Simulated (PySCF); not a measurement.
# Electronic absorption of C4H10ClFSi

Species: C4H10ClFSi.
SMILES: `[SiH3][C@H](CF)CCCl`

Theory: TDDFT wB97X-D/def2-SVPD, vertical, gas phase, core orbitals frozen in the response in PySCF 2.14.0, density-fitted response routines. One conformer (not necessarily the lowest) at the GFN2-xTB geometry, without solvent, vibrations or thermal averaging. Torsions of this conformer, `[F:1][CH2:2][C@@H:3]([SiH3:4])[CH2:5][CH2:6][Cl:7]`: F1–C2–C3–Si4 -58°, C2–C3–C5–C6 72°, C3–C5–C6–Cl7 63°.

```json
{"state": "S1", "E (eV)": "7.52", "E (hartree)": "0.2765", "f": "0.0031", "|μ| (D)": "0.33", "main configurations (H = HOMO, L = LUMO)": "H-1→L+1 (62%)"}
{"state": "S2", "E (eV)": "7.59", "E (hartree)": "0.2788", "f": "0.0032", "|μ| (D)": "0.33", "main configurations (H = HOMO, L = LUMO)": "H→L+1 (37%), H-2→L+1 (26%)"}
{"state": "S3", "E (eV)": "8.29", "E (hartree)": "0.3047", "f": "0.0027", "|μ| (D)": "0.29", "main configurations (H = HOMO, L = LUMO)": "H→L (71%)"}
{"state": "S4", "E (eV)": "8.48", "E (hartree)": "0.3115", "f": "0.022", "|μ| (D)": "0.82", "main configurations (H = HOMO, L = LUMO)": "H-1→L (46%), H-1→L+3 (22%)"}
{"state": "S5", "E (eV)": "8.54", "E (hartree)": "0.3137", "f": "0.086", "|μ| (D)": "1.63", "main configurations (H = HOMO, L = LUMO)": "H→L+3 (26%), H→L+1 (17%), H-2→L+1 (15%)"}
{"state": "S6", "E (eV)": "8.64", "E (hartree)": "0.3174", "f": "0.032", "|μ| (D)": "0.99", "main configurations (H = HOMO, L = LUMO)": "H-2→L (41%), H→L+3 (9%)"}
{"state": "S7", "E (eV)": "8.80", "E (hartree)": "0.3233", "f": "0.011", "|μ| (D)": "0.58", "main configurations (H = HOMO, L = LUMO)": "H→L+5 (19%), H→L+6 (19%), H→L+1 (11%)"}
{"state": "S8", "E (eV)": "8.95", "E (hartree)": "0.3291", "f": "0.019", "|μ| (D)": "0.75", "main configurations (H = HOMO, L = LUMO)": "H→L+3 (28%), H-2→L+1 (14%), H→L+4 (14%)"}
```

Triplets (Tamm–Dancoff): T1 6.88 eV, H-1→L+1 (51%); T2 6.94 eV, H→L+1 (26%), H-2→L+1 (24%), H-1→L+1 (11%); T3 7.84 eV, H→L (28%), H→L+2 (27%), H-2→L+2 (10%).

The lowest singlet lies at 7.52 eV (165 nm, vacuum ultraviolet) and is very weak; its leading configuration is HOMO-1→LUMO+1 (62%). The strongest level in the table is S5 at 8.54 eV (145 nm, f = 0.086). Löwdin shares by element: HOMO carbon 28% or more, chlorine 28%, silicon 13% (atoms not listed hold the other 31%); LUMO silicon 23%, carbon 18% or more, chlorine 8% (atoms not listed hold the other 51%). The oscillator strengths of these states sum to 0.178; summed over the whole spectrum of an exact calculation they would give the number of electrons, 74 (Thomas–Reiche–Kuhn). Of the 8 states listed, 5 reach f = 0.01 and none stays under 0.0005. Weighted by f, the mean energy of these states is 8.57 eV. The window holds the lowest 8 singlets.

Without π bonds the low states are Rydberg-like; a valence basis with one diffuse set may place them up to an eV too high.
